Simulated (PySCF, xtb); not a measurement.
CH2I2, SMILES ICI.

Harmonic wavenumbers (cm⁻¹) from GFN2-xTB run with xtb 6.7.1 at its own minimum, in rising order: 113, 516, 591, 755, 1093, 1163, 1382, 3028, 3040.

### Question
What does PBE0-D3(BJ)/def2-SVP run with PySCF 2.14.0 give at its own minimum? (Estimate from the structure and the level; the computed values follow.)

### Answer
120, 498, 597, 719, 1052, 1132, 1388, 3154, 3257. Paired by order, the mean absolute difference is 54 cm⁻¹ and the zero-point energies are 16.7 and 17.0 kcal/mol.
